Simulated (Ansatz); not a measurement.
Computed with Ansatz (a program for electronic structure) with B3LYP-D3(BJ)/def2-SVP. No frequencies were computed at this level.

Ansatz 0.2 input:
```yaml
crystal:
  periodic: [false, false, false]
  atoms:
    - { symbol: C, position_ang: [1.537727, 2.161101, -0.256429] }
    - { symbol: O, position_ang: [0.88371, 0.999843, -0.66236] }
    - { symbol: Si, position_ang: [1.487188, -0.411123, -1.176387] }
    - { symbol: Si, position_ang: [-0.525985, -1.53962, -1.255312] }
    - { symbol: Si, position_ang: [-1.965521, -1.277667, 0.555076] }
    - { symbol: C, position_ang: [-1.196453, 0.03415, 1.782512] }
    - { symbol: F, position_ang: [-1.798775, 0.035438, 2.990284] }
    - { symbol: F, position_ang: [0.116332, -0.188583, 2.03231] }
    - { symbol: F, position_ang: [-1.278585, 1.303539, 1.332977] }
    - { symbol: H, position_ang: [2.08973, 2.604519, -1.088331] }
    - { symbol: H, position_ang: [0.783282, 2.86364, 0.097282] }
    - { symbol: H, position_ang: [2.235711, 1.943551, 0.554284] }
    - { symbol: H, position_ang: [2.481333, -0.952963, -0.238827] }
    - { symbol: H, position_ang: [2.2179, -0.235022, -2.443015] }
    - { symbol: H, position_ang: [-1.336752, -1.241618, -2.451083] }
    - { symbol: H, position_ang: [-0.284681, -2.98903, -1.378759] }
    - { symbol: H, position_ang: [-3.307328, -0.70467, 0.385163] }
    - { symbol: H, position_ang: [-2.138834, -2.405485, 1.480457] }
basis:
  gaussian: { orbitals: def2-svp }
hamiltonian:
  xc: b3lyp
  dispersion: d3bj
relax:
  max_steps: 150
```

Output:

```
[...]
mean field evaluation 64: about -36036.4638 eV, gradient 1.8e-4 eV
mean field -36036.46376954 eV, -1324.3156171383 hartree, gradient 1.5e-5 eV, S^2 0.000000; 0 other end points of the search recorded, 0 dependent functions left out
reference -36036.46409940 eV, -1324.3156292603 hartree; 49, 49 occupied and 134, 134 virtual orbitals, 1910 factors
relax step   8: F+E_penalty+E_count = -36037.33247508 eV  Δ(F+E_penalty+E_count) = -2.200e-3 eV  max|allowed force component| = 1.042e-1 eV/Å  Δτ_max = 0.0400 Å  (29 SCF iters, accepted)
these checks for a lower state are left out or cut short: starts, cluster_reference, orbital_swaps, neighbouring_geometries, increment
1910 factors; integrals over basis functions are off by at most 4.5e-4 eV
mean field -36036.46339301 eV, -1324.3156033009 hartree, gradient 1.7e-5 eV, S^2 0.000000; 0 other end points of the search recorded, 0 dependent functions left out
reference -36036.46372470 eV, -1324.3156154902 hartree; 49, 49 occupied and 134, 134 virtual orbitals, 1910 factors
relax step   9: F+E_penalty+E_count = -36037.33330043 eV  Δ(F+E_penalty+E_count) = -8.253e-4 eV  max|allowed force component| = 7.631e-2 eV/Å  Δτ_max = 0.0662 Å  (29 SCF iters, accepted)
these checks for a lower state are left out or cut short: starts, cluster_reference, orbital_swaps, neighbouring_geometries, increment
1910 factors; integrals over basis functions are off by at most 4.6e-4 eV
mean field -36036.46637069 eV, -1324.3157127287 hartree, gradient 1.8e-5 eV, S^2 0.000000; 0 other end points of the search recorded, 0 dependent functions left out
reference -36036.46670430 eV, -1324.3157249884 hartree; 49, 49 occupied and 134, 134 virtual orbitals, 1910 factors
relax step  10: F+E_penalty+E_count = -36037.33611289 eV  Δ(F+E_penalty+E_count) = -2.812e-3 eV  max|allowed force component| = 5.529e-2 eV/Å  Δτ_max = 0.0620 Å  (29 SCF iters, accepted)
these checks for a lower state are left out or cut short: starts, cluster_reference, orbital_swaps, neighbouring_geometries, increment
1910 factors; integrals over basis functions are off by at most 4.8e-4 eV
mean field -36036.47000063 eV, -1324.3158461266 hartree, gradient 1.8e-5 eV, S^2 0.000000; 0 other end points of the search recorded, 0 dependent functions left out
reference -36036.47033496 eV, -1324.3158584128 hartree; 49, 49 occupied and 134, 134 virtual orbitals, 1910 factors
relax step  11: F+E_penalty+E_count = -36037.33795891 eV  Δ(F+E_penalty+E_count) = -1.846e-3 eV  max|allowed force component| = 6.203e-2 eV/Å  Δτ_max = 0.0635 Å  (29 SCF iters, accepted)
these checks for a lower state are left out or cut short: starts, cluster_reference, orbital_swaps, neighbouring_geometries, increment
1910 factors; integrals over basis functions are off by at most 5.1e-4 eV
mean field -36036.47257367 eV, -1324.3159406839 hartree, gradient 1.8e-5 eV, S^2 0.000000; 0 other end points of the search recorded, 0 dependent functions left out
reference -36036.47290783 eV, -1324.3159529639 hartree; 49, 49 occupied and 134, 134 virtual orbitals, 1910 factors
relax step  12: F+E_penalty+E_count = -36037.34011688 eV  Δ(F+E_penalty+E_count) = -2.158e-3 eV  max|allowed force component| = 7.617e-2 eV/Å  Δτ_max = 0.0781 Å  (28 SCF iters, accepted)
these checks for a lower state are left out or cut short: starts, cluster_reference, orbital_swaps, neighbouring_geometries, increment
1910 factors; integrals over basis functions are off by at most 5.4e-4 eV
mean field evaluation 96: about -36036.4459 eV, gradient 5.2e-2 eV
mean field -36036.47524557 eV, -1324.3160388744 hartree, gradient 1.8e-5 eV, S^2 0.000000; 0 other end points of the search recorded, 0 dependent functions left out
reference -36036.47557877 eV, -1324.3160511193 hartree; 49, 49 occupied and 134, 134 virtual orbitals, 1910 factors
relax step  13: F+E_penalty+E_count = -36037.34236811 eV  Δ(F+E_penalty+E_count) = -2.251e-3 eV  max|allowed force component| = 1.660e-1 eV/Å  Δτ_max = 0.1128 Å  (29 SCF iters, accepted)
these checks for a lower state are left out or cut short: starts, cluster_reference, orbital_swaps, neighbouring_geometries, increment
1910 factors; integrals over basis functions are off by at most 5.3e-4 eV
mean field -36036.47640315 eV, -1324.3160814146 hartree, gradient 1.6e-5 eV, S^2 0.000000; 0 other end points of the search recorded, 0 dependent functions left out
reference -36036.47673597 eV, -1324.3160936456 hartree; 49, 49 occupied and 134, 134 virtual orbitals, 1910 factors
relax step  14: F+E_penalty+E_count = -36037.34411896 eV  Δ(F+E_penalty+E_count) = -1.751e-3 eV  max|allowed force component| = 1.248e-1 eV/Å  Δτ_max = 0.0126 Å  (30 SCF iters, accepted)
these checks for a lower state are left out or cut short: starts, cluster_reference, orbital_swaps, neighbouring_geometries, increment
1910 factors; integrals over basis functions are off by at most 5.3e-4 eV
mean field -36036.47910764 eV, -1324.3161808028 hartree, gradient 1.6e-5 eV, S^2 0.000000; 0 other end points of the search recorded, 0 dependent functions left out
reference -36036.47943917 eV, -1324.3161929865 hartree; 49, 49 occupied and 134, 134 virtual orbitals, 1910 factors
relax step  15: F+E_penalty+E_count = -36037.34670547 eV  Δ(F+E_penalty+E_count) = -2.587e-3 eV  max|allowed force component| = 1.497e-1 eV/Å  Δτ_max = 0.0502 Å  (30 SCF iters, accepted)
these checks for a lower state are left out or cut short: starts, cluster_reference, orbital_swaps, neighbouring_geometries, increment
1910 factors; integrals over basis functions are off by at most 5.4e-4 eV
mean field -36036.48037319 eV, -1324.3162273110 hartree, gradient 1.5e-5 eV, S^2 0.000000; 0 other end points of the search recorded, 0 dependent functions left out
reference -36036.48070324 eV, -1324.3162394402 hartree; 49, 49 occupied and 134, 134 virtual orbitals, 1910 factors
relax step  16: F+E_penalty+E_count = -36037.34872999 eV  Δ(F+E_penalty+E_count) = -2.025e-3 eV  max|allowed force component| = 5.863e-2 eV/Å  Δτ_max = 0.0726 Å  (29 SCF iters, accepted)
these checks for a lower state are left out or cut short: starts, cluster_reference, orbital_swaps, neighbouring_geometries, increment
1910 factors; integrals over basis functions are off by at most 5.6e-4 eV
mean field evaluation 128: about -36036.4814 eV, gradient 1.5e-5 eV
mean field -36036.48141760 eV, -1324.3162656925 hartree, gradient 1.5e-5 eV, S^2 0.000000; 0 other end points of the search recorded, 0 dependent functions left out
reference -36036.48174641 eV, -1324.3162777761 hartree; 49, 49 occupied and 134, 134 virtual orbitals, 1910 factors
relax step  17: F+E_penalty+E_count = -36037.34891952 eV  Δ(F+E_penalty+E_count) = -1.895e-4 eV  max|allowed force component| = 7.388e-2 eV/Å  Δτ_max = 0.0995 Å  (29 SCF iters, accepted)
these checks for a lower state are left out or cut short: starts, cluster_reference, orbital_swaps, neighbouring_geometries, increment
1910 factors; integrals over basis functions are off by at most 5.5e-4 eV
mean field -36036.48264132 eV, -1324.3163106631 hartree, gradient 1.3e-5 eV, S^2 0.000000; 0 other end points of the search recorded, 0 dependent functions left out
reference -36036.48297000 eV, -1324.3163227420 hartree; 49, 49 occupied and 134, 134 virtual orbitals, 1910 factors
relax step  18: F+E_penalty+E_count = -36037.34977576 eV  Δ(F+E_penalty+E_count) = -8.562e-4 eV  max|allowed force component| = 3.986e-2 eV/Å  Δτ_max = 0.0297 Å  (29 SCF iters, accepted)
these checks for a lower state are left out or cut short: starts, cluster_reference, orbital_swaps, neighbouring_geometries, increment
1910 factors; integrals over basis functions are off by at most 5.5e-4 eV
mean field -36036.48324556 eV, -1324.3163328687 hartree, gradient 1.4e-5 eV, S^2 0.000000; 0 other end points of the search recorded, 0 dependent functions left out
reference -36036.48357434 eV, -1324.3163449511 hartree; 49, 49 occupied and 134, 134 virtual orbitals, 1910 factors
relax step  19: F+E_penalty+E_count = -36037.35019352 eV  Δ(F+E_penalty+E_count) = -4.178e-4 eV  max|allowed force component| = 2.254e-2 eV/Å  Δτ_max = 0.0173 Å  (30 SCF iters, accepted)
these checks for a lower state are left out or cut short: starts, cluster_reference, orbital_swaps, neighbouring_geometries, increment
1910 factors; integrals over basis functions are off by at most 5.5e-4 eV
mean field -36036.48349613 eV, -1324.3163420769 hartree, gradient 1.3e-5 eV, S^2 0.000000; 0 other end points of the search recorded, 0 dependent functions left out
reference -36036.48382483 eV, -1324.3163541566 hartree; 49, 49 occupied and 134, 134 virtual orbitals, 1910 factors
relax step  20: F+E_penalty+E_count = -36037.35034641 eV  Δ(F+E_penalty+E_count) = -1.529e-4 eV  max|allowed force component| = 1.405e-2 eV/Å  Δτ_max = 0.0094 Å  (24 SCF iters, accepted)
these checks for a lower state are left out or cut short: starts, cluster_reference, orbital_swaps, neighbouring_geometries, increment
1910 factors; integrals over basis functions are off by at most 5.5e-4 eV
mean field -36036.48365702 eV, -1324.3163479895 hartree, gradient 1.4e-5 eV, S^2 0.000000; 0 other end points of the search recorded, 0 dependent functions left out
reference -36036.48398552 eV, -1324.3163600619 hartree; 49, 49 occupied and 134, 134 virtual orbitals, 1910 factors
relax step  21: F+E_penalty+E_count = -36037.35052872 eV  Δ(F+E_penalty+E_count) = -1.823e-4 eV  max|allowed force component| = 1.350e-2 eV/Å  Δτ_max = 0.0257 Å  (30 SCF iters, accepted)
these checks for a lower state are left out or cut short: starts, cluster_reference, orbital_swaps, neighbouring_geometries, increment
1910 factors; integrals over basis functions are off by at most 5.5e-4 eV
mean field evaluation 160: about -36036.4840 eV, gradient 3.5e-5 eV
mean field -36036.48404111 eV, -1324.3163621047 hartree, gradient 1.4e-5 eV, S^2 0.000000; 0 other end points of the search recorded, 0 dependent functions left out
reference -36036.48436940 eV, -1324.3163741689 hartree; 49, 49 occupied and 134, 134 virtual orbitals, 1910 factors
relax step  22: F+E_penalty+E_count = -36037.35066290 eV  Δ(F+E_penalty+E_count) = -1.342e-4 eV  max|allowed force component| = 1.737e-2 eV/Å  Δτ_max = 0.0312 Å  (30 SCF iters, accepted)
these checks for a lower state are left out or cut short: starts, cluster_reference, orbital_swaps, neighbouring_geometries, increment
1910 factors; integrals over basis functions are off by at most 5.5e-4 eV
mean field -36036.48398562 eV, -1324.3163600653 hartree, gradient 1.5e-5 eV, S^2 0.000000; 0 other end points of the search recorded, 0 dependent functions left out
reference -36036.48431383 eV, -1324.3163721268 hartree; 49, 49 occupied and 134, 134 virtual orbitals, 1910 factors
relax step  23: F+E_penalty+E_count = -36037.35071143 eV  Δ(F+E_penalty+E_count) = -4.854e-5 eV  max|allowed force component| = 1.261e-2 eV/Å  Δτ_max = 0.0091 Å  (24 SCF iters, accepted)
these checks for a lower state are left out or cut short: starts, cluster_reference, orbital_swaps, neighbouring_geometries, increment
1910 factors; integrals over basis functions are off by at most 5.5e-4 eV
mean field -36036.48391715 eV, -1324.3163575492 hartree, gradient 2.0e-5 eV, S^2 0.000000; 0 other end points of the search recorded, 0 dependent functions left out
reference -36036.48424533 eV, -1324.3163696095 hartree; 49, 49 occupied and 134, 134 virtual orbitals, 1910 factors
relax step  24: F+E_penalty+E_count = -36037.35073319 eV  Δ(F+E_penalty+E_count) = -2.176e-5 eV  max|allowed force component| = 9.746e-3 eV/Å  Δτ_max = 0.0113 Å  (23 SCF iters, accepted)
1910 factors; integrals over basis functions are off by at most 5.5e-4 eV
mean field evaluation 192: about -36036.4839 eV, gradient 6.6e-5 eV
mean field -36036.48391715 eV, -1324.3163575492 hartree, gradient 2.0e-5 eV, S^2 0.000000; 1 other end points of the search recorded, 0 dependent functions left out
reference -36036.48424533 eV, -1324.3163696095 hartree; 49, 49 occupied and 134, 134 virtual orbitals, 1910 factors
Total energy: -36037.35106137 eV, -1324.3482245114 hartree
Atom 0 at     1.626460     2.129999    -0.155730 Å, force     0.005620     0.005763     0.005962 eV/Å
Atom 1 at     0.922588     1.147044    -0.880939 Å, force    -0.001710     0.003964    -0.002967 eV/Å
Atom 2 at     1.381846    -0.427031    -1.167307 Å, force    -0.001296    -0.007748    -0.000032 eV/Å
Atom 3 at    -0.686516    -1.518608    -1.362776 Å, force    -0.009746     0.000769     0.001881 eV/Å
Atom 4 at    -1.781378    -1.414287     0.716698 Å, force     0.005406    -0.003343     0.004013 eV/Å
Atom 5 at    -1.250825     0.209032     1.642648 Å, force    -0.002061     0.004910    -0.000481 eV/Å
Atom 6 at    -1.854449     0.327964     2.843460 Å, force    -0.001301    -0.000057     0.001736 eV/Å
Atom 7 at     0.086944     0.221158     1.878126 Å, force     0.001389    -0.000750    -0.000763 eV/Å
Atom 8 at    -1.537934     1.323692     0.942167 Å, force     0.002217    -0.000070     0.001378 eV/Å
Atom 9 at     2.476315     2.533213    -0.736698 Å, force    -0.002570     0.000218    -0.000038 eV/Å
Atom 10 at     0.934894     2.956034     0.069750 Å, force    -0.000982    -0.003844    -0.000215 eV/Å
Atom 11 at     2.008361     1.735264     0.802488 Å, force    -0.000434     0.001224    -0.002127 eV/Å
Atom 12 at     2.185700    -0.979492    -0.032976 Å, force    -0.000954    -0.000597    -0.000314 eV/Å
Atom 13 at     2.202616    -0.552547    -2.410976 Å, force     0.000277     0.000159    -0.001879 eV/Å
Atom 14 at    -1.529213    -0.832099    -2.385275 Å, force     0.005281    -0.000194    -0.003217 eV/Å
Atom 15 at    -0.552759    -2.959387    -1.737596 Å, force     0.003379    -0.000023    -0.002005 eV/Å
Atom 16 at    -3.266459    -1.371997     0.620238 Å, force    -0.001276    -0.000087    -0.002586 eV/Å
Atom 17 at    -1.366189    -2.527951     1.614538 Å, force    -0.001240    -0.000296     0.001654 eV/Å
Dipole moment:     0.145196    -0.188783    -0.135764 e Å
```

Cost: about 10 core-minutes (a rough figure).
